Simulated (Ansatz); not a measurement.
Reaction (formal exchange of groups at a B–O bond): `OB(F)[SiH2]S` + `CC(C)CCCl` → `FB(CCl)[SiH2]S` + `CC(C)CO`

Isolated molecules relaxed with PBE0-D4/def2-TZVP in Ansatz; ΔE leaves out vibrations. CCSD(T)/CBS adds triple-zeta CCSD(T) − MP2 to the extrapolated MP2 energy (def2 sets, frozen cores). Functionals use def2-TZVPP. B3LYP here is the variant with VWN-RPA as its local correlation; programs differ in this. Each species was taken in one conformer, which may not be the lowest.

`OB(F)[SiH2]S`:

Cartesian coordinates in Å:
```
O -1.504 -0.550 -0.755
B -1.002 0.042 0.347
F -1.835 0.393 1.331
Si 0.989 0.422 0.477
S 2.048 -0.772 -0.952
H -2.460 -0.672 -0.729
H 1.224 1.879 0.271
H 1.527 0.072 1.817
H 1.013 -0.815 -1.808
```

`CC(C)CCCl`:

```xyz
17

C    -0.600   -1.829    0.196
C     0.141   -0.504    0.294
C     1.337   -0.481   -0.647
C    -0.824    0.648    0.032
C    -0.237    2.037    0.126
Cl    0.417    2.390    1.754
H    -1.449   -1.863    0.884
H    -0.985   -1.987   -0.817
H     0.058   -2.668    0.434
H     0.513   -0.396    1.319
H     1.013   -0.521   -1.693
H     1.985   -1.342   -0.469
H     1.947    0.415   -0.515
H    -1.236    0.546   -0.981
H    -1.671    0.575    0.722
H    -0.995    2.796   -0.066
H     0.586    2.184   -0.572
```

`FB(CCl)[SiH2]S`:

Z-matrix (Å, degrees):
```
C
B 1 1.571
Cl 1 1.807 2 95.5
H 1 1.088 2 116.4 3 -112.2
H 1 1.089 2 116.5 3 112.9
F 2 1.327 1 118.0 3 -97.7
Si 2 2.036 1 122.6 3 79.4
S 7 2.145 2 111.3 1 -0.4
H 7 1.488 2 111.4 1 -126.2
H 7 1.489 2 109.7 1 114.2
H 8 1.345 7 94.3 2 -55.1
```

`CC(C)CO`:

Z-matrix (Å, degrees):
```
C
C 1 1.521
H 1 1.096 2 110.8
H 1 1.093 2 112.0 3 -121.0
H 1 1.093 2 111.1 3 119.5
C 2 1.521 1 111.1 3 -62.8
C 2 1.522 1 111.5 3 59.9
H 2 1.097 1 108.4 3 177.6
H 6 1.093 2 111.5 1 -178.8
H 6 1.092 2 111.2 1 -58.5
H 6 1.095 2 110.9 1 61.1
O 7 1.411 2 114.1 1 61.4
H 7 1.093 2 109.6 1 179.6
H 7 1.102 2 109.2 1 -63.4
H 12 0.960 7 108.4 2 -67.7
```

Problem. Is it downhill or uphill in electronic energy at CCSD(T)/CBS, and by how much? (An estimate is asked.)

Solution. Computed: Uphill: ΔE = +2.04 eV.

Problem. What do these levels give: PBE-D4, ωB97X-V, B3LYP, MP2/def2-TZVPP, HF/def2-QZVPP, MP2/CBS(def2)? (Best estimate.)

Solution. Ansatz gave: PBE-D4 1.92, ωB97X-V 2.00, B3LYP 2.00, MP2/def2-TZVPP 2.11, HF/def2-QZVPP 2.09, MP2/CBS(def2) 2.12 eV.

Largest T1 diagnostic among the species: 0.013.

From PBE to PBE0 (25 % exact exchange), in def2-TZVPP and without D4, ΔE moves by +0.06 eV.
